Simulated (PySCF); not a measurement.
Compound: 2-bromobenzenethiol, C6H5BrS.
Numbering: `[SH:1][c:2]1[cH:3][cH:4][cH:5][cH:6][c:7]1[Br:8]` (hydrogens: H9 on S1; H10 on C3; H11 on C4; H12 on C5; H13 on C6)

A GFN2-xTB structure was refined with PBE0-D3(BJ)/def2-SVP geometry optimisation, gas phase (PySCF). Its GFN2-xTB values:

| coordinate | GFN2-xTB |
| --- | --- |
| S1–C2 | 1.761 Å |
| S1–H9 | 1.332 Å |
| C2–C3 | 1.395 Å |
| C2–C7 | 1.393 Å |
| C3–C4 | 1.379 Å |
| C3–H10 | 1.079 Å |
| C4–C5 | 1.386 Å |
| C4–H11 | 1.079 Å |
| C5–C6 | 1.382 Å |
| C5–H12 | 1.079 Å |
| C6–C7 | 1.385 Å |
| C6–H13 | 1.079 Å |
| C7–Br8 | 1.916 Å |
| S1–C2–C7 | 125.3° |
| C2–C3–C4 | 121.2° |
| C2–C7–C6 | 120.8° |
| C2–C7–Br8 | 122.1° |
| C3–C2–C7 | 118.1° |
| C3–C4–C5 | 120.0° |
| C4–C5–C6 | 119.6° |
| C6–C7–Br8 | 117.1° |

Task: How do these coordinates change at the PBE0-D3(BJ)/def2-SVP level?

Result: 
```csv
coordinate,PBE0-D3(BJ)/def2-SVP (Å or °),change
C7–Br8,1.892,-0.024
S1–H9,1.351,+0.019
C3–H10,1.093,+0.014
C4–H11,1.092,+0.013
C5–H12,1.092,+0.013
C6–H13,1.091,+0.012
C2–C7,1.405,+0.012
C6–C7,1.395,+0.010
C2–C3,1.405,+0.010
C4–C5,1.395,+0.009
C3–C4,1.388,+0.009
C5–C6,1.390,+0.008
S1–C2,1.758,-0.003
C2–C7–Br8,121.4,-0.7
S1–C2–C7,125.8,+0.5
C3–C2–C7,117.7,-0.4
C6–C7–Br8,117.5,+0.4
C2–C7–C6,121.0,+0.2
C3–C4–C5,120.2,+0.2
C2–C3–C4,121.3,+0.1
C4–C5–C6,119.5,-0.1
```

The energy falls by 3.6 kJ/mol over 6 energy and gradient evaluations, the largest force component goes from 0.0133 to 3.1e-04 Eh/bohr, and the atoms move by 0.016 Å rms after alignment. The bond that changes most is C7–Br8 (aromatic C–Br carbon to aryl bromine), which shortens by 0.024 Å. Bonds longer at the end by more than 0.005 Å: 11 of 13; shorter: 1. Rotational constants go from 1669, 976.9, 616.3 to 1655, 983.8, 617.0 MHz.

The run used 159 basis functions and 41 SCF cycles in all.

No PBE0-D3(BJ)/def2-SVP frequencies stand behind this structure, so it isn't proved a minimum. One conformer, not necessarily the lowest.

Shape of the structure used: `[SH:1][c:2]1[cH:3][cH:4][cH:5][cH:6][c:7]1[Br:8]`: H–S1–C2–C3 180°.
